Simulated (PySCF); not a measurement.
# How methods differ on the excitation energy of Sr

Sr [Kr] 5s2 (1S) → Sr [Kr] 5s1 6s1 (3S), as a difference of total energies. Computed with PySCF 2.14 in aug-cc-pVTZ-X2C, with the spin-free X2C one-electron Hamiltonian (Gaussian nucleus). Correlated levels: valence: [Kr] frozen. The calculations carry no spin-orbit coupling.

```
           method  excitation energy (eV)  error (eV)
              UHF                   2.814      -0.786
    MP2 (valence)                   3.261      -0.339
SCS-MP2 (valence)                   3.399      -0.201
   CCSD (valence)                   3.395      -0.205
```

Reference: 3.600 eV (measured; NIST levels).

Errors of the correlated levels include the incompleteness of this basis and the frozen core.

With two correlated electrons CCSD is exact in that space.
